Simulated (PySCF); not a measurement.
Bi(OH)3, H3BiO3, SMILES [OH][Bi]([OH])[OH], PBE0/def2-SVP optimised geometry.

```
7

Bi    -1.07    -1.19     0.00
O     -1.24     0.89     0.00
H     -1.31     1.19     0.92
O     -1.24    -1.36     2.07
H     -0.35    -1.36     2.44
O      1.01    -1.19     0.00
H      1.31    -0.27     0.03
```

Density from PySCF with PBE0/def2-TZVP, def2 effective core potentials past Kr at that geometry. The core electrons that the potentials of Bi replace are not part of the density.

Minimum of the electron density along straight lines between bonded atoms, close to the bond critical point (lines longer than 1.1 times the sum of covalent radii, or with two minima, are not listed):

| bond | length / Å | ρ at the minimum / e bohr⁻³ | ∇²ρ there / e bohr⁻⁵ | position (fraction from the first atom) |
|---|---|---|---|---|
| Bi1–O2 | 2.087 | 0.113 | 0.35 | 0.53 |
| O2–H3 | 0.968 | 0.352 | -2.32 | 0.80 |
| Bi1–O4 | 2.087 | 0.113 | 0.35 | 0.53 |
| O4–H5 | 0.968 | 0.352 | -2.32 | 0.80 |
| Bi1–O6 | 2.087 | 0.113 | 0.35 | 0.53 |
| O6–H7 | 0.968 | 0.352 | -2.34 | 0.80 |
